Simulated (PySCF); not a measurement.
From one molecule to another.

First species: C₅H₇FSi.
InChI=1S/C5H7FSi/c1-7-3-2-5(6)4-7/h2-4,7H,1H3/t7-/m0/s1

Second species: C₅H₇FSi.
InChI=1S/C5H7FSi/c6-4-5-2-1-3-7-5/h1-3H,4,7H2

Levels: wB97X-D/def2-SVPD for dipole moment, HOMO energy, LUMO energy, HOMO–LUMO gap, static isotropic polarisability and electronic spatial extent ⟨r²⟩ about the centre of nuclear charge; TDDFT wB97X-D/def2-SVPD for lowest singlet excitation; TDA wB97X-D/def2-SVPD for lowest triplet excitation (Tamm–Dancoff); GFN2-xTB for rotational constant A and rotational constant C. Geometries: GFN2-xTB. Each species is one conformer at its optimised geometry, gas phase, non-relativistic unless stated. Electronic properties by PySCF.

The conformers computed, where there is a choice (atom-mapped SMILES and torsion angles):
- `[F:1][CH2:2][C:3]1=[CH:4][CH:5]=[CH:6][SiH2:7]1`: F1–C2–C3–C4 -169°

Values for the first species:

- Dipole moment: 2.05 D
- HOMO energy: -8.60 eV
- LUMO energy: 0.22 eV
- HOMO–LUMO gap: 8.82 eV
- Lowest singlet excitation: 4.49 eV
- Lowest triplet excitation (Tamm–Dancoff): 2.82 eV
- Static isotropic polarisability: 80.9 au
- Electronic spatial extent ⟨r²⟩ about the centre of nuclear charge: 964 bohr²
- Rotational constant A: 4.613 GHz
- Rotational constant C: 1.246 GHz

**Question.** Estimate the same properties for the second species, and the change in each.

**Answer.** 
```csv
property,first,second,second less first
dipole moment,2.05 D,1.83 D,-0.22 D
HOMO energy,-8.60 eV,-8.42 eV,+0.18 eV
LUMO energy,0.22 eV,0.16 eV,-0.06 eV
HOMO–LUMO gap,8.82 eV,8.58 eV,-0.24 eV
lowest singlet excitation,4.49 eV,4.28 eV,-0.21 eV
lowest triplet excitation (Tamm–Dancoff),2.82 eV,2.62 eV,-0.20 eV
static isotropic polarisability,80.9 au,81.9 au,+1.0 au
electronic spatial extent ⟨r²⟩ about the centre of nuclear charge,964 bohr²,939 bohr²,-25 bohr²
rotational constant A,4.613 GHz,4.273 GHz,-0.340 GHz
rotational constant C,1.246 GHz,1.218 GHz,-0.028 GHz
```

On the first: The polarisability is 11.99 Å³ as a volume (1 au = 0.148185 Å³), or 1.35 au for each of the 60 electrons. No computed singlet falls in the visible range (750 to 380 nm, 1.65 to 3.26 eV); S1 lies 1.23 eV above its blue end.

On the second: A dipole of 1.83 D is allowed in C1, and pure rotational transitions are dipole-allowed. No computed singlet falls in the visible range (750 to 380 nm, 1.65 to 3.26 eV); S1 lies 1.02 eV above its blue end.
